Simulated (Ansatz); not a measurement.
Computed with CAM-B3LYP-D3(BJ)/def2-TZVP run with Ansatz (a program for electronic structure). No frequencies were computed at this level.

Ansatz 0.2 input:
```yaml
crystal:
  periodic: [false, false, false]
  atoms:
    - { symbol: B, position_ang: [-0.000861, 0.33656, -0.000001] }
    - { symbol: H, position_ang: [1.044081, -0.165709, -0.000003] }
    - { symbol: H, position_ang: [-1.04322, -0.170851, 0.000004] }
basis:
  gaussian: { orbitals: def2-tzvp }
hamiltonian:
  xc: cam_b3lyp
  dispersion: d3bj
relax:
  max_steps: 150
magnetization:
  spin_polarized: true
  initial_magnetization: 1
```

Output:

```
Functional definition: CAM-B3LYP
257 factors; their error is unknown
113 factors; integrals over basis functions are off by at most 1.1e-5 eV
mean field evaluation 1: about -704.8908 eV, gradient 6.5e0 eV
mean field evaluation 2: about -705.1792 eV, gradient 1.8e0 eV
mean field evaluation 4: about -705.2088 eV, gradient 1.2e-1 eV
mean field evaluation 8: about -705.2051 eV, gradient 1.1e-2 eV
mean field evaluation 16: about -704.5751 eV, gradient 2.9e0 eV
mean field -705.20505196 eV, -25.9158076543 hartree, gradient 6.3e-5 eV, S^2 0.751392; 1 other end points of the search recorded, 0 dependent functions left out
reference -705.20514124 eV, -25.9158109353 hartree; 4, 3 occupied and 39, 40 virtual orbitals, 257 factors
relax step   1: F+E_penalty+E_count = -705.21551472 eV  Δ(F+E_penalty+E_count) = +0.000e0 eV  max|allowed force component| = 6.804e-1 eV/Å  Δτ_max = 0.0000 Å  (34 SCF iters, accepted)
these checks for a lower state are left out or cut short: starts, cluster_reference, orbital_swaps, neighbouring_geometries, increment
257 factors; their error is unknown
113 factors; integrals over basis functions are off by at most 1.1e-5 eV
mean field -705.22351889 eV, -25.9164863017 hartree, gradient 1.2e-5 eV, S^2 0.751436; 0 other end points of the search recorded, 0 dependent functions left out
reference -705.22360813 eV, -25.9164895811 hartree; 4, 3 occupied and 39, 40 virtual orbitals, 257 factors
relax step   2: F+E_penalty+E_count = -705.23399038 eV  Δ(F+E_penalty+E_count) = -1.848e-2 eV  max|allowed force component| = 1.735e-1 eV/Å  Δτ_max = 0.0239 Å  (31 SCF iters, accepted)
these checks for a lower state are left out or cut short: starts, cluster_reference, orbital_swaps, neighbouring_geometries, increment
257 factors; their error is unknown
113 factors; integrals over basis functions are off by at most 1.1e-5 eV
mean field evaluation 32: about -705.2249 eV, gradient 1.2e-5 eV
mean field -705.22491904 eV, -25.9165377560 hartree, gradient 1.2e-5 eV, S^2 0.751441; 0 other end points of the search recorded, 0 dependent functions left out
reference -705.22500825 eV, -25.9165410344 hartree; 4, 3 occupied and 39, 40 virtual orbitals, 257 factors
relax step   3: F+E_penalty+E_count = -705.23539521 eV  Δ(F+E_penalty+E_count) = -1.405e-3 eV  max|allowed force component| = 2.213e-2 eV/Å  Δτ_max = 0.0070 Å  (32 SCF iters, accepted)
these checks for a lower state are left out or cut short: starts, cluster_reference, orbital_swaps, neighbouring_geometries, increment
257 factors; their error is unknown
113 factors; integrals over basis functions are off by at most 1.1e-5 eV
mean field -705.22493991 eV, -25.9165385232 hartree, gradient 2.0e-5 eV, S^2 0.751437; 0 other end points of the search recorded, 0 dependent functions left out
reference -705.22502911 eV, -25.9165418012 hartree; 4, 3 occupied and 39, 40 virtual orbitals, 257 factors
relax step   4: F+E_penalty+E_count = -705.23541665 eV  Δ(F+E_penalty+E_count) = -2.144e-5 eV  max|allowed force component| = 4.236e-3 eV/Å  Δτ_max = 0.0012 Å  (25 SCF iters, accepted)
257 factors; their error is unknown
113 factors; integrals over basis functions are off by at most 1.1e-5 eV
mean field -705.22493991 eV, -25.9165385232 hartree, gradient 2.1e-5 eV, S^2 0.751437; 2 other end points of the search recorded, 0 dependent functions left out
reference -705.22502911 eV, -25.9165418012 hartree; 4, 3 occupied and 39, 40 virtual orbitals, 257 factors
Total energy: -705.23550585 eV, -25.9169268142 hartree
Atom 0 at    -0.000828     0.335364    -0.000001 Å, force    -0.000015     0.004235    -0.000000 eV/Å
Atom 1 at     1.074571    -0.165029    -0.000003 Å, force    -0.000426    -0.002120     0.000000 eV/Å
Atom 2 at    -1.073743    -0.170335     0.000004 Å, force     0.000441    -0.002116     0.000000 eV/Å
Dipole moment:     0.000260    -0.105356     0.000000 e Å
```

Cost: about 2.7 core-seconds (a rough figure).
